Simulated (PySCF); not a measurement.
**Static response to an electric field**

C3H5GeO3 (charge -1).
Atom-mapped SMILES: `[O:1]=[C:2]([O-:3])/[CH:4]=[CH:5]/[O:6][GeH3:7]` (hydrogens: H8 on C4; H9 on C5; H10, H11, H12 on Ge7)

Geometry (PBE0-D3(BJ)/def2-SVP, Å), atoms numbered from 1 in this order:
```
atom  x, y, z in Å
O1     2.4558    1.5245    0.1478
C2     2.6664    0.2939    0.1845
O3     3.7269   -0.3309    0.3698
C4     1.4280   -0.6028   -0.0246
C5     0.2271   -0.0594   -0.2129
O6    -0.9338   -0.7728   -0.4309
Ge7   -2.4786    0.0040   -0.0328
H8     1.5575   -1.6908   -0.0075
H9     0.1620    1.0399   -0.2205
H10   -3.5556   -1.0205   -0.4360
H11   -2.5707    0.3146    1.4777
H12   -2.6521    1.3103   -0.8392
```

Level: B3LYP/def2-SVPD (PySCF), static field, nuclei fixed, core orbitals frozen in the response. The polarisability tensor in these axes (au):

```
x   132.97  -3.28   5.41
y    -3.28  83.92  -0.39
z     5.41  -0.39  66.63
```

Problem. Diagonalise the tensor; give its mean and Δα, where Δα² is half the sum of the squared differences of the eigenvalues.

Solution. Principal values 66.19, 83.71 and 133.63 au; mean 94.51 au = 14.00 Å³ = 15.58 × 10⁻⁴⁰ C²·m²/J; Δα = 60.61 au (64 % of the mean).

Problem. Rayleigh depolarisation ratio (linearly polarised light, static tensor)?

Solution. ρ = 3Δα²/(45ᾱ² + 4Δα²) = 11021.0/(401938 + 14694.6) = 0.0265.

Problem. What are the principal values of the traceless quadrupole moment, Θ = ½Σq(3rr − r²1), about the centre of nuclear charge?

Solution. -53.84, 21.56, 32.28 D·Å. The values depend on the origin, since the species is charged. The electronic extent ⟨r²⟩ about the same centre is 1899 bohr², a root-mean-square distance of 2.58 Å for the 80 electrons.

Problem. Sum over states: ᾱ = Σ f/ω², ω in Eh. What share falls to these 6 lowest TDDFT singlets (eV, f)? 3.15, 0.0005; 3.32, 0.0282; 3.50, 0.0001; 3.58, 0.0006; 3.65, 0.0042; 3.92, 0.0046.

Solution. They add up to 2.42 au, 2.6 % of the 94.51 au; the largest single term is 1.89 au, from the state at 3.32 eV. Terms in order: 0.03, 1.89, 0.01, 0.03, 0.24, 0.22 au. Higher excitations give the rest. The strengths listed sum to 0.038.

Problem. Directions of the eigenvectors, and the extent of the frame along each?

Solution. Largest value along (0.99, -0.07, 0.08), where the nuclei span 7.26 Å; middle along (0.07, 1.00, 0.00), 3.27 Å; least along (-0.08, 0.01, 1.00), 2.30 Å. The response follows the extents in order.

Isolated species at its PBE0-D3(BJ)/def2-SVP geometry (one conformer only). The calculation is non-relativistic, for germanium too.
